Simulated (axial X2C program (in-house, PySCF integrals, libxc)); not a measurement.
WC: properties at the nuclei

Computed with an in-house all-electron X2C program for linear molecules (integrals from PySCF): two-component X2C with atomic mean-field Coulomb and Gaunt terms, Gaussian nuclei, basis W dyall-cv3z, C dyall-v3z with contracted cores.

R = 1.695 Å (near the PBE0 minimum at charge 0 of the determinant lowest at the starting distance; the state shown can have its own minimum elsewhere).

Determinant lowest in the PBE0 search, Ω = 1 (⟨Sz⟩ = -0.99, ⟨Lz⟩ = 1.99 at PBE0), spin on the atoms W -1.14, C 0.16:

```
    level  Eeff magnitude (GV/cm)  Ws magnitude W (kHz)  A∥/gI W (MHz)  qzz W (a.u.)  A∥/gI C (MHz)  qzz C (a.u.)  μ (D)
     PBE0                    36.7                  35.5          -5880         -8.30          -33.2         -0.42  -4.24
       HF                    72.9                    74          -3120        -10.10           70.3         -0.31  -2.61
      PBE                    34.3                  33.1          -6020         -9.21          -47.7         -0.39  -4.04
BHandHLYP                    37.6                  36.3          -5900         -7.49          -30.6         -0.46  -4.46
    TPSSh                    35.7                  34.4          -5850         -8.67          -32.2         -0.41  -4.16
```

Determinant 0.34 eV from it at PBE0 and this distance, Ω = 2 (⟨Sz⟩ = 1.99, ⟨Lz⟩ = 0.01 at PBE0), spin on the atoms W 1.78, C 0.21:

```json
{"level": "PBE0", "Eeff magnitude (GV/cm)": "27.9", "Ws magnitude W (kHz)": "12.5", "A∥/gI W (MHz)": "3330", "qzz W (a.u.)": "0.03", "A∥/gI C (MHz)": "73.1", "qzz C (a.u.)": "0.33", "μ (D)": "-3.18"}
{"level": "HF", "Eeff magnitude (GV/cm)": "27.9", "Ws magnitude W (kHz)": "11.7", "A∥/gI W (MHz)": "2790", "qzz W (a.u.)": "-0.05", "A∥/gI C (MHz)": "47.9", "qzz C (a.u.)": "0.29", "μ (D)": "-3.25"}
{"level": "PBE", "Eeff magnitude (GV/cm)": "27.1", "Ws magnitude W (kHz)": "12.3", "A∥/gI W (MHz)": "3340", "qzz W (a.u.)": "-0.24", "A∥/gI C (MHz)": "79.7", "qzz C (a.u.)": "0.37", "μ (D)": "-2.89"}
{"level": "BHandHLYP", "Eeff magnitude (GV/cm)": "29.7", "Ws magnitude W (kHz)": "13.2", "A∥/gI W (MHz)": "3310", "qzz W (a.u.)": "0.03", "A∥/gI C (MHz)": "72.3", "qzz C (a.u.)": "0.29", "μ (D)": "-3.43"}
{"level": "TPSSh", "Eeff magnitude (GV/cm)": "26.3", "Ws magnitude W (kHz)": "11.7", "A∥/gI W (MHz)": "3340", "qzz W (a.u.)": "-0.11", "A∥/gI C (MHz)": "76.4", "qzz C (a.u.)": "0.34", "μ (D)": "-3.11"}
```

Eeff is the effective electric field on the electron electric dipole moment in this Ω state and Ws the scalar–pseudoscalar constant of the nucleus named (defined with the proton number Z and per Ω); A∥ (defined per Ω) follows by multiplying with gI = μI/(I μN); qzz is the electric field gradient, eQq0 = 234.96 MHz × Q/barn × qzz; μ is positive if the C end (last atom) is positive. The operators were transformed with the bare-nucleus X2C matrices; with these basis sets, hyperfine constants and field gradients can be off by tens of per cent, and where levels differ in sign neither size nor sign is settled.

(1) With gI(183W) = 0.2356 (g factors from the IAEA table of nuclear moments by Stone), turn the PBE0 values of the first state into constants in MHz.

Each state is one determinant with collinear spin, which with several unpaired electrons need not be a pure state. Unrestricted Hartree–Fock can overshoot spin polarisation at the nuclei. With several open shells hyperfine constants can be off by a factor of several. Where Eeff spreads by more than a factor of two the levels disagree and none is to be relied on. Open-shell Ω = 0 determinants with evenly filled partner blocks cannot be reached by this program, so the Ω shown need not be the lowest component. At HF a later determinant lies lower. States lie within half an eV, so the first need not be the ground state. Further determinants of the search, some of them spin-mixed, are not shown. Where a field gradient or hyperfine factor spreads by more than a factor of two over the levels, a constant derived from it is not to be relied on. PBE0 term energies can be off by some tenths of an eV.

Results:

(1) A∥(183W) = -5880 × 0.2356 = -1390 MHz.
